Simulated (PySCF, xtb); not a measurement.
Si(SH)4 (H4S4Si), SMILES S[Si](S)(S)S.

GFN2-xTB (xtb) at its own geometry gives an orbital gap of 4.59 eV and a dipole moment of 0.02 D.

Geometry: r2SCAN-D4/def2-SVP. Other conformers were not sampled.

Question: What does PySCF with PBE/def2-TZVP give? (Estimate from the structure and the level; the computed values follow.)

Answer: gap 4.90 eV (levels -6.40 and -1.50 eV), dipole 0.00 D.
